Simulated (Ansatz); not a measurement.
Cartesian coordinates in Å:
```
C -0.9826 0.4588 -0.5262
B 0.2860 -0.1812 0.1397
O 1.1571 0.5267 0.9048
Se 0.6520 -2.0815 -0.1279
H -1.6389 0.8859 0.2406
H -1.5748 -0.2430 -1.1144
H -0.6908 1.2830 -1.1870
H 0.9135 1.4526 0.9916
H 1.8785 -2.1013 0.6788
```

Charge 0, multiplicity 1.

**Question.** List the r2SCAN/def2-TZVPP orbital energies in eV (the Gaussian-basis code of Ansatz). (Estimate.)

**Answer.** Ansatz gave: Occupied: -12333.81, -1574.47, -1411.71, -1411.67, -1411.65, -516.43, -272.65, -210.60, -181.49, -154.06, -153.91, -153.82, -54.42, -54.38, -54.30, -54.19, -54.19, -27.29, -18.66, -17.91, -14.38, -11.30, -11.00, -10.61, -9.38, -9.09, -8.70, -7.51, -6.18. Lowest empty: -0.39, 0.02, 0.51, 1.76, 2.20, 2.81, 2.96, 3.47.
